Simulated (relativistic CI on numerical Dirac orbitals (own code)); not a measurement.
**Radial parameters of Cs XL**

Method of calculation: Dirac-Coulomb-Breit CI, separate exchange-only KLI orbitals for each configuration, a model potential for QED, unscaled Slater integrals (own radial code, finite nucleus).

Slater integrals F^k, G^k are unscaled and averaged over j, outside the closed core [Ne]; ζ comes from projecting the Hamiltonian with its Breit term on Σ l·s of the shell.

- 3s2 3p4: F^2(3p,3p) = 375160, ζ(3p) = 464790 cm⁻¹; <r>(3p) = 0.2631, <r^2>(3p) = 0.07994 (bohr units).
- 3s 3p5: G^1(3s,3p) = 473380, ζ(3p) = 464620 cm⁻¹; <r>(3s) = 0.271, <r^2>(3s) = 0.08366, <r>(3p) = 0.2633, <r^2>(3p) = 0.08005 (bohr units).
- 3s2 3p3 3d: F^2(3p,3p) = 374810, ζ(3p) = 464230, F^2(3p,3d) = 377150, G^1(3p,3d) = 394990, G^3(3p,3d) = 266230, ζ(3d) = 62160 cm⁻¹; <r>(3p) = 0.2634, <r^2>(3p) = 0.08009, <r>(3d) = 0.2329, <r^2>(3d) = 0.0626 (bohr units).

Averages of the first 10 configurations, taken without configuration mixing, which lowers the lowest level and can move excited configurations by several eV; other configurations of the list can lie among them:

```csv
Configuration,Parity,States,Average energy above the lowest level (eV)
3s2 3p4,even,15,67.3
3s 3p5,odd,12,254.9
3s2 3p3 3d,odd,200,273.6
3p6,even,1,458.7
3s 3p4 3d,even,300,454.3
3p5 3d,odd,60,651.2
3s 3p3 3d2,odd,1800,660.0
3s2 3p2 3d 4p,odd,900,1624.2
3p5 4s,odd,12,1726.8
3s 3p3 3d 4s,odd,800,1726.3
```
